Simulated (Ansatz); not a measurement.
`CC[SiH2][GaH2]` → `[GaH3]` + `CC[SiH]` at 400 K and 1 bar (silylene formation by 1,1-elimination).

Calculated with Ansatz (gas phase, PBE0-D4/def2-TZVP geometries, no zero-point term in ΔE). CCSD(T)/CBS is the MP2 limit (def2-TZVPP, def2-QZVPP) plus CCSD(T) − MP2 in def2-TZVPP, frozen cores. For Ga outer-core shells are correlated without core-valence functions, which leaves a few kJ/mol of doubt a bond. Scalar relativity is left out up to krypton. One conformer a species, not always the lowest.

```csv
species,CCSD(T)/CBS energy (Eh),H − E (kJ/mol),S (J/(mol·K))
`CC[SiH2][GaH2]`,-2294.52539,288.1,415.3
`[GaH3]`,-1925.70545,64.2,231.8
`CC[SiH]`,-368.72354,210.2,315.9
```

H − E and S are ideal-gas, rigid-rotor, harmonic terms from PBE0-D4/def2-TZVP, for one conformer and one mirror image of each species. 1 Eh = 2625.50 kJ/mol, R = 8.31446 J/(mol·K).

Q: By hand: ΔE, ΔH, ΔS and ΔG.

A: ΔE = (-1925.70545) + (-368.72354) − (-2294.52539) = 0.09640 Eh = 253.1 kJ/mol. Δ(H − E) = 64.2 + 210.2 − 288.1 = -13.7, so ΔH = 239.4 kJ/mol. ΔS = 231.8 + 315.9 − 415.3 = 132.4 J/(mol·K). ΔG = 239.4 − 400 × (132.4)/1000 = 186.4 kJ/mol.

Q: By hand: the equilibrium constant, and the temperature at which ΔG would vanish if ΔH and ΔS stayed fixed.

A: log₁₀ K = −ΔG/(RT ln 10) = -24.3. ΔG = 0 at ΔH/ΔS = 1808 K.

The number of gas molecules changes by +1, which sets the sign of ΔS. A doubt of 5 kJ/mol in ΔE shifts log₁₀ K by 0.7 here. Other conformers and mirror images would add mixing entropy, several J/(mol·K) or more a flexible species. These are equilibria of isolated gas molecules and say nothing of rates. Largest T1 diagnostic: 0.013 (customary marks: 0.02 for closed shells, 0.045 for open ones).
